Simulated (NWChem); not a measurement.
CH5ClFNSi; SMILES F[Si@@H](CN)Cl

```xyz
10

N     -0.3988     2.6292    -0.0398
C     -0.9175     1.2647    -0.2692
Si     0.2376    -0.0790     0.3633
F      1.6560     0.0790    -0.3930
Cl    -0.4888    -1.9834    -0.0206
H     -0.2604     2.8017     0.9546
H      0.5081     2.7452    -0.4886
H     -1.0963     1.1349    -1.3437
H     -1.9018     1.1779     0.2078
H      0.4998     0.0326     1.8178
```
Atoms are numbered in this order, from 1.

Geometry: optimised at B3LYP/6-31G* (spherical d).

**Question.** Give the principal values of the shielding tensors (ppm) of N1, C2, Si3, F4, Cl5 from B3LYP/6-31G* (spherical d), GIAO (NWChem), with their diamagnetic and paramagnetic parts as GIAO splits them.

**Answer.** 
```json
[
 {"atom": "N1", "σ11": "212.6", "σ22": "252.4", "σ33": "283.8", "isotropic": "249.6", "diamagnetic": "315.3", "paramagnetic": "-65.7"},
 {"atom": "C2", "σ11": "134.7", "σ22": "151.9", "σ33": "182.2", "isotropic": "156.3", "diamagnetic": "249.3", "paramagnetic": "-93.0"},
 {"atom": "Si3", "σ11": "358.8", "σ22": "394.2", "σ33": "427.8", "isotropic": "393.6", "diamagnetic": "880.2", "paramagnetic": "-486.6"},
 {"atom": "F4", "σ11": "305.1", "σ22": "362.8", "σ33": "382.7", "isotropic": "350.2", "diamagnetic": "471.7", "paramagnetic": "-121.5"},
 {"atom": "Cl5", "σ11": "762.0", "σ22": "919.1", "σ33": "1020.3", "isotropic": "900.5", "diamagnetic": "1148.0", "paramagnetic": "-247.6"}
]
```
